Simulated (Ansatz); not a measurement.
Reaction (formal exchange of groups at the Si–Si bond): `[AlH2][SiH2][SiH3]` + `C=C(F)C(F)F` → `C=C(F)[SiH2][AlH2]` + `FC(F)[SiH3]`

Calculated with Ansatz (gas phase, PBE0-D4/def2-TZVP geometries, no zero-point term in ΔE). CCSD(T)/CBS is the MP2 limit (def2-TZVPP, def2-QZVPP) plus CCSD(T) − MP2 in def2-TZVPP, frozen cores. DFT in def2-TZVPP. B3LYP here is the variant with VWN-RPA as its local correlation; programs differ in this. Each species was taken in one conformer, which may not be the lowest.

`[AlH2][SiH2][SiH3]`:

Cartesian coordinates in Å:
```
Al 0.427 0.657 2.078
Si -0.147 0.943 -0.283
Si -0.212 -1.149 -1.337
H -0.713 0.411 3.155
H 1.948 0.652 2.537
H 0.854 1.779 -1.009
H -1.486 1.577 -0.464
H -0.550 -1.035 -2.782
H 1.111 -1.820 -1.213
H -1.230 -2.015 -0.680
```

`C=C(F)C(F)F`:

```xyz
9

C     1.387    0.268   -0.143
C     0.107    0.524    0.027
F    -0.358    1.764    0.211
C    -1.017   -0.466    0.028
F    -0.554   -1.704   -0.239
F    -1.606   -0.492    1.249
H     1.710   -0.751   -0.292
H     2.118    1.066   -0.132
H    -1.787   -0.210   -0.709
```

`C=C(F)[SiH2][AlH2]`:

Cartesian coordinates in Å:
```
C 0.906 1.624 0.332
C 1.068 0.395 0.800
F 2.057 0.171 1.698
Si 0.059 -1.133 0.353
Al -1.700 -0.605 -1.279
H 0.124 1.831 -0.386
H 1.544 2.440 0.654
H 1.002 -2.166 -0.167
H -0.509 -1.689 1.617
H -1.874 0.878 -1.826
H -2.675 -1.746 -1.796
```

`FC(F)[SiH3]`:

Z-matrix (Å, degrees):
```
C
F 1 1.366
Si 1 1.920 2 110.1
F 1 1.366 2 107.4 3 119.9
H 1 1.097 2 107.2 3 -125.2
H 3 1.484 1 108.1 2 179.5
H 3 1.484 1 108.1 2 -61.3
H 3 1.481 1 108.3 2 59.1
```

```csv
level,ΔE (kJ/mol),difference from CCSD(T)/CBS
B3LYP-D4,25.4,-2.3
ωB97X-V,30.2,2.5
ωB97M-V,25.1,-2.6
B2PLYP,26.4,-1.3
PBE,36.3,8.6
r2SCAN,36.6,8.9
PBE0,40.9,13.2
B3LYP,26.1,-1.6
HF/def2-TZVPP,30.6,2.9
MP2/def2-TZVPP,28.8,1.1
SCS-MP2/def2-TZVPP,25.6,-2.1
HF/def2-QZVPP,29.2,1.5
MP2/def2-QZVPP,25.1,-2.6
SCS-MP2/def2-QZVPP,22.2,-5.5
HF/CBS(def2),29.0,1.3
MP2/CBS(def2),23.2,-4.5
CCSD(T)/CBS,27.7,0
```

Largest T1 diagnostic among the species: 0.013.

From PBE to PBE0 (25 % exact exchange), in def2-TZVPP and without D4, ΔE moves by +4.6 kJ/mol.
